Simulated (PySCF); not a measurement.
# How methods differ on the excitation energy of Ir⁺

Ir⁺ [Xe] 4f14 5d7 6s1 (5F) → Ir⁺ [Xe] 4f14 5d6 6s1 6p1 (high-spin determinant), as a difference of total energies. All numbers are calculated (PySCF 2.14, scalar relativity through the core potential, in aug-cc-pVDZ-PP with ECP60MDF). Correlated levels: valence: 5s2 5p6 frozen. The calculations carry no spin-orbit coupling.

| method | excitation energy (eV) |
| --- | --- |
| UHF | 5.189 |
| LDA | 6.921 |
| PBE | 6.888 |
| r2SCAN | 6.512 |
| B3LYP | 7.012 |
| CAM-B3LYP | 6.825 |
| PW91 | 6.907 |
| MP2 (valence) | 6.252 |
| SCS-MP2 (valence) | 6.511 |

Q: Estimate what PBE0 gives.

A: 6.690 eV, closest to CAM-B3LYP among the rows shown.

Q: Estimate what BHandHLYP gives.

A: 6.800 eV, closest to CAM-B3LYP among the rows shown.

The determinant of the upper state mixes LS terms, which raises its energy above the lowest term, most at the Hartree-Fock and MP2 levels.
